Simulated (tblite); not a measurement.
Compound: C6H11NOSi.
Numbering: `[CH3:1]/[CH:2]=[C:3](\[C:4]#[N:5])[O:6][SiH2:7][CH2:8][CH3:9]` (hydrogens: H10, H11, H12 on C1; H13 on C2; H14, H15 on Si7; H16, H17 on C8; H18, H19, H20 on C9)

Computed with GFN2-xTB (tblite), gas phase: L-BFGS steps from a force-field or distance-geometry start until the largest atomic force falls under 0.01 eV/Å.

Step 27: E = -738.9279 eV
```
atom  x, y, z in Å  |  force x, y, z in eV/Å
C1     -3.7925   -0.0404   -0.6478    0.109  -0.032  -0.019
C2     -2.3097   -0.2393   -0.5332   -0.052   0.022  -0.027
C3     -1.3918    0.7353   -0.5924   -0.046  -0.017   0.052
C4     -1.7641    2.0986   -0.7769    0.091  -0.088   0.082
N5     -2.0393    3.2069   -0.8789   -0.029  -0.052  -0.057
O6     -0.0534    0.5325   -0.4743   -0.069  -0.041  -0.033
Si7     0.8418   -0.4083    0.5235    0.110   0.037  -0.038
C8      2.5296   -0.5085   -0.3365    0.097   0.026  -0.109
C9      3.7823   -0.3918    0.5318    0.001   0.003   0.084
H10    -4.1993    0.3337    0.2973    0.073  -0.034  -0.123
H11    -4.0515    0.6754   -1.4301    0.120   0.015   0.128
H12    -4.2880   -0.9829   -0.8757    0.085   0.026   0.036
H13    -1.9344   -1.2434   -0.3691   -0.172   0.103   0.004
H14     0.2591   -1.7514    0.6294   -0.007   0.017   0.112
H15     0.8972    0.2633    1.8186   -0.051  -0.031   0.083
H16     2.5838    0.2716   -1.0949   -0.092   0.058  -0.073
H17     2.5871   -1.4606   -0.8662    0.023   0.039  -0.117
H18     4.6237   -0.0595   -0.0754    0.020  -0.142   0.013
H19     4.0402   -1.3434    0.9889   -0.042  -0.068  -0.031
H20     3.6739    0.3229    1.3395   -0.169   0.159   0.033
```

Step 28: E = -738.9370 eV
```
atom  x, y, z in Å  |  force x, y, z in eV/Å
C1     -3.7958   -0.0369   -0.6502    0.156  -0.027  -0.001
C2     -2.3151   -0.2481   -0.5336    0.013   0.014  -0.016
C3     -1.3924    0.7215   -0.5931   -0.031   0.050   0.037
C4     -1.7549    2.0879   -0.7810    0.081  -0.239   0.113
N5     -2.0267    3.1965   -0.8762   -0.050   0.085  -0.081
O6     -0.0551    0.5189   -0.4714   -0.032  -0.094   0.002
Si7     0.8471   -0.4147    0.5297    0.046   0.030  -0.020
C8      2.5309   -0.5008   -0.3420   -0.012   0.044  -0.123
C9      3.7771   -0.3921    0.5321   -0.012   0.062   0.093
H10    -4.1932    0.3358    0.3003    0.036  -0.054  -0.164
H11    -4.0451    0.6860   -1.4294    0.110   0.012   0.146
H12    -4.2960   -0.9741   -0.8867    0.058   0.020   0.055
H13    -1.9405   -1.2519   -0.3603   -0.210   0.115  -0.010
H14     0.2628   -1.7644    0.6378    0.052   0.133   0.120
H15     0.9139    0.2740    1.8223   -0.072  -0.103  -0.013
H16     2.5824    0.2953   -1.0857   -0.098   0.011  -0.055
H17     2.5866   -1.4453   -0.8871    0.047   0.075  -0.101
H18     4.6222   -0.0733   -0.0746    0.083  -0.163   0.000
H19     4.0150   -1.3429    0.9991   -0.004  -0.063  -0.001
H20     3.6715    0.3392    1.3274   -0.161   0.092   0.021
```

Step 29: E = -738.9477 eV
```
atom  x, y, z in Å  |  force x, y, z in eV/Å
C1     -3.7984   -0.0334   -0.6534    0.146  -0.016   0.009
C2     -2.3230   -0.2574   -0.5344    0.091   0.005   0.001
C3     -1.3943    0.7053   -0.5926    0.009   0.101   0.023
C4     -1.7442    2.0739   -0.7832   -0.005  -0.074   0.103
N5     -2.0101    3.1853   -0.8750   -0.007  -0.049  -0.076
O6     -0.0590    0.4993   -0.4695    0.050  -0.143   0.052
Si7     0.8547   -0.4207    0.5372   -0.042   0.024  -0.017
C8      2.5337   -0.4904   -0.3488   -0.115   0.063  -0.123
C9      3.7733   -0.3917    0.5336   -0.020   0.125   0.068
H10    -4.1871    0.3371    0.3005   -0.019  -0.057  -0.148
H11    -4.0370    0.6984   -1.4259    0.085   0.032   0.119
H12    -4.3047   -0.9637   -0.8988    0.023  -0.001   0.059
H13    -1.9548   -1.2604   -0.3515   -0.201   0.066  -0.016
H14     0.2685   -1.7767    0.6506    0.114   0.238   0.125
H15     0.9283    0.2843    1.8282   -0.087  -0.172  -0.115
H16     2.5793    0.3241   -1.0758   -0.086  -0.049  -0.025
H17     2.5883   -1.4256   -0.9128    0.067   0.127  -0.067
H18     4.6250   -0.0937   -0.0748    0.101  -0.176   0.029
H19     3.9875   -1.3440    1.0099    0.016  -0.002   0.032
H20     3.6690    0.3608    1.3141   -0.120  -0.040  -0.036
```

Task: Estimate the geometry and energy of step 30. (The exact step hangs on the optimiser's Hessian estimate; all steps are aligned on step 29, rigid shifts and turns removed.)

Result: E = -738.9589 eV, largest force 0.502 eV/Å
```
atom  x, y, z in Å  |  force x, y, z in eV/Å
C1     -3.7882   -0.0314   -0.6555    0.072   0.020   0.018
C2     -2.3203   -0.2615   -0.5342    0.154  -0.015   0.030
C3     -1.3893    0.6964   -0.5881    0.086   0.110   0.016
C4     -1.7323    2.0630   -0.7809    0.015  -0.465   0.114
N5     -2.0115    3.1669   -0.8763   -0.107   0.477  -0.116
O6     -0.0570    0.4885   -0.4621    0.100  -0.124   0.017
Si7     0.8621   -0.4249    0.5396   -0.069  -0.033   0.029
C8      2.5317   -0.4848   -0.3662   -0.175   0.062  -0.012
C9      3.7576   -0.3901    0.5356   -0.061   0.107  -0.006
H10    -4.1711    0.3377    0.2979   -0.085  -0.040  -0.053
H11    -4.0192    0.7088   -1.4184    0.047   0.068   0.034
H12    -4.2983   -0.9559   -0.9043   -0.028  -0.054   0.031
H13    -1.9594   -1.2613   -0.3410   -0.146  -0.054  -0.013
H14     0.2679   -1.7807    0.6647    0.163   0.288   0.121
H15     0.9439    0.2875    1.8317   -0.085  -0.215  -0.182
H16     2.5748    0.3401   -1.0809   -0.071  -0.049  -0.025
H17     2.5893   -1.4127   -0.9410    0.078   0.122  -0.051
H18     4.6191   -0.1085   -0.0623    0.177  -0.134  -0.001
H19     3.9547   -1.3431    1.0180    0.006   0.037   0.078
H20     3.6404    0.3767    1.3014   -0.071  -0.109  -0.028
```

The energy changes by -0.0112 eV. The first-order estimate −F·Δx gives -0.0183 eV and the mean of the old and new forces, exact on a quadratic surface, -0.0112 eV. The step makes an angle of 72° with the force vector and moves no atom by more than 0.035 Å.

What follows is the cost of the whole relaxation. The run took 3.3 s of wall time on Arm Neoverse N1, one thread, no GPU, shared host with 64 logical CPUs at a one-minute load of 61.
